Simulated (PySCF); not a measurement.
These compounds are isomers of formula C₃H₈F₂O₂Si₂.

A. `C(=C)(O[SiH3])O[C@H](F)[SiH2]F`
B. SMILES C=C(O[SiH2][SiH3])OC(F)F
C. `C=CO[Si@@](O)([SiH3])C(F)F`

Spectrum 1. ¹H NMR (400 MHz, computed): δ 6.12 (m, 1H), 5.18 (m, 1H), 5.11 (m, 1H), 4.89 (s, 3H), 3.92 (m, 1H), 3.81 (m, 1H). ¹³C{¹H} NMR (computed): δ 169.0 (C), 111.5 (CH), 68.2 (CH2).

Spectrum 2. ¹H NMR (400 MHz, computed): δ 6.81 (m, 1H), 6.14 (m, 1H), 5.03 (m, 1H), 4.71 (m, 1H), 3.35 (s, 3H), 2.31 (br s, 1H). ¹³C{¹H} NMR (computed): δ 150.8 (CH), 127.4 (CH), 103.2 (CH2).

Spectrum 3. ¹H NMR (400 MHz, computed): δ 6.59 (m, 1H), 5.31 (q, 2H), 3.90 (br s, 1H), 3.59 (t, 3H), 3.49 (br s, 1H). ¹³C{¹H} NMR (computed): δ 163.2 (C), 120.8 (CH), 68.9 (CH2).

[PySCF 2.14.0 with density-fitted response routines: shielding tensors at PBE0/pcSseg-1 (GIAO); GFN2-xTB structure; no solvent model; no relativistic terms; a single conformation; fast rotation and ring inversion assumed for equivalent nuclei]

δ = σ(ref) − σ, references computed at the same level: ¹H (σ = 31.72 ppm) and ¹³C (σ = 186.93 ppm) vs TMS. Splittings of carbon signals by F and P are missing where no couplings were computed. Where no couplings were computed, multiplicities follow the n + 1 count of equivalent neighbours, and m marks all less simple cases (inequivalent or close neighbours, rings, F or P nearby). Shifts are as computed. Against solution values, carbons near 30 ppm lie about +3 ppm off and those near 130 ppm about +5 ppm. Of 1309 compounds with measured shifts, 239 miss one by over three times the rms of a fit or turn the order of signals round; such compounds aren't used in these exercises. OH and NH positions are gas-phase values without hydrogen bonding to other molecules.

Q: Match each spectrum to its structure.

A: 1–A, 2–C, 3–B.

- Spectrum 1 (A): 3 ¹³C signals; δC 169.0 is an alkene carbon bearing oxygen; δC 111.5 is an sp3 CH bonded to F and O and Si.
- Spectrum 2 (C): 3 ¹³C signals; δC 150.8 is an alkene carbon bearing oxygen; δC 127.4 is an sp3 CH bonded to 2 F and Si.
- Spectrum 3 (B): 3 ¹³C signals; δC 163.2 is an alkene carbon bearing oxygen; δC 120.8 is an sp3 CH bonded to 2 F and O.
